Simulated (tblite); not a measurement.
1-chloro-3-fluorobenzene, C6H4ClF.
SMILES: `Fc1cccc(Cl)c1`

Computed with GFN2-xTB (tblite): harmonic, unscaled wavenumbers at the GFN2-xTB geometry, gas phase. Against measured fundamentals such values can be off by several per cent, at times by over 20.

Harmonic wavenumbers (cm⁻¹): 173.4, 222.8, 230.5, 383.9, 409.1, 410.9, 486.2, 538.8, 639.6, 664.4, 793.5, 870.5, 873.5, 887.5, 923.0, 989.3, 1086.4, 1109.8, 1171.4, 1213.4, 1245.1, 1320.1, 1419.4, 1450.6, 1582.4, 1586.4, 3097.8, 3113.2, 3118.3, 3121.4.

A = 3458, B = 1182, C = 880.8 MHz; mass 129.999 u (most abundant isotopes); point group Cs, symmetry number 1.

Q: What is the zero-point energy?

A: Half the sum of the wavenumbers: 17566 cm⁻¹ = 50.23 kcal/mol.

Q: Give the ideal-gas entropy at 298.15 K and 1 bar in the rigid-rotor, harmonic-oscillator model (classical rotation).

A: Translation 40.53, rotation 28.88, vibration 12.30: S = 81.7 cal/(mol K).

Q: And Cp and H(298.15 K) − H(0)?

A: Cp = 26.83 cal/(mol K), of which vibrations give 18.89 (their classical limit is 30 R = 59.6); H(298.15 K) − H(0) = 4.72 kcal/mol without the zero-point energy, 2.35 from vibrations.

Q: What must be added to the electronic energy to get the Gibbs energy at 298.15 K and 1 bar?

A: ZPE + [H(298.15 K) − H(0)] − T·S = 50.23 + 4.72 − 24.36 = 30.59 kcal/mol.

Q: Which modes carry the vibrational entropy at 298.15 K?

A: 173.4 cm⁻¹: 2.40; 222.8 cm⁻¹: 1.94; 230.5 cm⁻¹: 1.88; 383.9 cm⁻¹: 1.02; 409.1 cm⁻¹: 0.93; 410.9 cm⁻¹: 0.92 cal/(mol K); the other 24 give 3.21 together.

Hindered rotation and anharmonicity are outside this model.

Run on one thread of an Arm Neoverse V1 (shared host). The figure is for the frequency step alone.
